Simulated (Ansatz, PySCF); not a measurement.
Breaking a bond: ICl, singlet.

Levels of theory: RKS-PBE = restricted PBE/def2-SVP, def2 effective core potentials past Kr run with Ansatz (a first-principles code); UKS-PBE = Ansatz with unrestricted PBE/def2-SVP, def2 effective core potentials past Kr; UKS-M06-2X = PySCF with unrestricted M06-2X/def2-SVP, def2 effective core potentials past Kr; UCCSD(T) = CCSD(T) on UHF/def2-SVP, 9 core orbitals frozen, def2 effective core potentials past Kr (PySCF).

Energies relative to the lowest point of each curve near equilibrium, in kJ/mol; the last columns give the difference from UCCSD(T):

| R / Å | RKS-PBE | UKS-PBE | UKS-M06-2X | UCCSD(T) | RKS-PBE − UCCSD(T) | UKS-PBE − UCCSD(T) | UKS-M06-2X − UCCSD(T) |
|---|---|---|---|---|---|---|---|
| 1.75 | 739.8 | 739.8 | 728.8 | 769.9 | -30.2 | -30.2 | -41.2 |
| 1.84 | 461.1 | 461.1 | 449.2 | 481.6 | -20.6 | -20.6 | -32.4 |
| 1.96 | 226.3 | 226.3 | 214.9 | 238.0 | -11.7 | -11.7 | -23.1 |
| 2.09 | 87.3 | 87.3 | 77.8 | 93.1 | -5.8 | -5.8 | -15.3 |
| 2.16 | 45.2 | 45.2 | 37.3 | 48.9 | -3.8 | -3.8 | -11.6 |
| 2.26 | 11.7 | 11.7 | 6.7 | 13.5 | -1.8 | -1.8 | -6.8 |
| 2.31 | 3.8 | 3.8 | 0.4 | 4.8 | -1.0 | -1.0 | -4.4 |
| 2.40 | 0.0 | 0.0 | 0.0 | 0.0 | 0.0 | 0.0 | 0.0 |
| 2.45 | 2.3 | 2.3 | 4.4 | 1.8 | 0.5 | 0.5 | 2.6 |
| 2.52 | 9.5 | 9.5 | 14.8 | 8.2 | 1.3 | 1.3 | 6.5 |
| 2.67 | 34.7 | 34.7 | 47.6 | 34.7 | -0.1 | -0.1 | 12.9 |
| 2.89 | 82.0 | 81.4 | 104.2 | 83.3 | -1.3 | -1.9 | 20.8 |
| 3.12 | 132.1 | 124.1 | 137.8 | 127.8 | 4.3 | -3.7 | 10.0 |
| 3.44 | 191.5 | 168.8 | 159.9 | 157.2 | 34.3 | 11.6 | 2.7 |
| 3.79 | 239.0 | 202.2 | 172.4 | 164.2 | 74.8 | 38.0 | 8.2 |
| 4.19 | 274.0 | 222.8 | 178.9 | 165.3 | 108.7 | 57.5 | 13.7 |
| 4.57 | 293.8 | 229.8 | 182.2 | 166.5 | 127.3 | 63.3 | 15.7 |
| 5.07 | 308.2 | 233.8 | 184.0 | 167.5 | 140.8 | 66.3 | 16.5 |
| 5.60 | 315.5 | 235.7 | 184.5 | 167.9 | 147.6 | 67.7 | 16.6 |
| 6.23 | 318.7 | 236.2 | 184.8 | 168.1 | 150.5 | 68.1 | 16.7 |
| 6.86 | 319.3 | 236.4 | 184.9 | 168.2 | 151.1 | 68.2 | 16.7 |
| 8.12 | 319.7 | 236.5 | 184.9 | 168.3 | 151.5 | 68.3 | 16.6 |
| 9.16 | 319.9 | 236.6 | 184.9 | 168.3 | 151.6 | 68.3 | 16.6 |

RKS-PBE is furthest from UCCSD(T) at 9.16 (151.6 kJ/mol, above); its mean absolute difference over the points is 57.4 kJ/mol.

UKS-PBE is furthest from UCCSD(T) at 9.16 (68.3 kJ/mol, above); its mean absolute difference over the points is 28.7 kJ/mol.

UKS-M06-2X is furthest from UCCSD(T) at 1.75 (-41.2 kJ/mol, below); its mean absolute difference over the points is 14.2 kJ/mol.

The restricted form behind RKS-PBE keeps the bonding electrons paired and can't separate into open-shell fragments. The unrestricted determinant behind UKS-PBE, UKS-M06-2X is spin-contaminated at 2.89 to 9.16 Å (<S²> up to 1.0, against 0.00 for a pure singlet). The unrestricted determinant behind UCCSD(T) is spin-contaminated at 2.67 to 9.16 Å (<S²> up to 1.0, against 0.00 for a pure singlet).
